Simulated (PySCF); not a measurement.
## Re⁵⁰⁺: ionisation energy

Re⁵⁰⁺ [Ar] 3d7 [3d3/2^4 3d5/2^3, M_J = 9/2] → Re⁵¹⁺ [Ar] 3d6 [3d3/2^4 3d5/2^2, M_J = 4], as a difference of total energies. All numbers are calculated (PySCF 2.14, the two-component X2C-1e Hamiltonian, in an uncontracted even-tempered set (15 s from 13 bohr⁻², ratio 2.8; 13 p from 17 bohr⁻², ratio 2.8; 8 d from 17 bohr⁻², ratio 2.8; 3 f from 60 bohr⁻², ratio 3)). Correlated levels: [Ne] frozen; the 78 highest virtual spinors dropped. "Screened" scales the spin-orbit matrix elements by Boettger's factors to mimic the two-electron term; Breit and QED terms are absent.

| method | ionisation energy (eV) |
| --- | --- |
| GHF (spin-free) | 4630.2 |
| GMP2 (spin-free) | 4631.2 |
| GHF (screened spin-orbit) | 4611.1 |
| GMP2 (screened spin-orbit) | 4611.3 |

Breit and QED terms and the two-electron picture change are absent.

The spin-free rows relax to the high-spin LS determinant and lack the spin-orbit shift.

The labels give the starting determinants; with spin-orbit coupling the two ends relaxed to ⟨J²⟩ = 24.75, ⟨L²⟩ = 16.00, ⟨S²⟩ = 2.54 and ⟨J²⟩ = 20.01, ⟨L²⟩ = 12.90, ⟨S²⟩ = 2.90.

For comparison: 4609 ± 4 eV (theoretical estimate listed by NIST; NIST Atomic Spectra Database, ionization energies).
